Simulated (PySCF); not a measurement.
C2H7F2NSi, SMILES CC[Si](N)(F)F. Atoms are numbered in the order given.

```xyz
13

C     -1.9393    -1.1798     0.7995
C     -1.2795     0.2060     0.7489
Si     0.3482     0.2214    -0.1415
N      1.5004    -0.7940     0.5998
F      0.8377     1.7666    -0.2904
F      0.1991    -0.2933    -1.6733
H     -1.2832    -1.9153     1.2908
H     -2.1451    -1.5560    -0.2150
H     -2.8938    -1.1559     1.3483
H     -1.1125     0.5979     1.7690
H     -1.9403     0.9412     0.2576
H      1.6379    -0.7847     1.6049
H      2.3401    -1.0856     0.1093
```
Charge 0, spin multiplicity 1.

The structure is a stationary point at B3LYP-D3(BJ)/def2-SVP. One conformer was computed; it need not be the lowest.

All values below come from PySCF with TDA-PBE/def2-SVPD.

Vertical excitations. Gas-phase values at a fixed geometry.

```tsv
state	energy (eV)	λ (nm)	f	main pairs
S1	6.28	197	0.042	HOMO→LUMO 99 %
S2	7.15	173	0.017	HOMO−1→LUMO 87 %
S3	7.22	172	0.026	HOMO→LUMO+1 82 %, HOMO−1→LUMO 12 %
S4	7.45	166	0.004	HOMO→LUMO+2 83 %, HOMO→LUMO+3 16 %
S5	7.55	164	0.009	HOMO→LUMO+3 83 %, HOMO→LUMO+2 14 %
S6	7.90	157	0.002	HOMO→LUMO+4 99 %
S7	8.08	154	0.001	HOMO−2→LUMO 96 %
S8	8.10	153	0.039	HOMO−1→LUMO+1 93 %
S9	8.34	149	0.043	HOMO→LUMO+5 93 %
S10	8.43	147	0.022	HOMO−1→LUMO+2 97 %
T1	5.99	207	0	HOMO→LUMO 99 %
T2	6.94	179	0	HOMO→LUMO+1 98 %
T3	7.02	177	0	HOMO−1→LUMO 99 %
T4	7.31	170	0	HOMO→LUMO+2 99 %
```
Triplets are in the Tamm–Dancoff approximation.
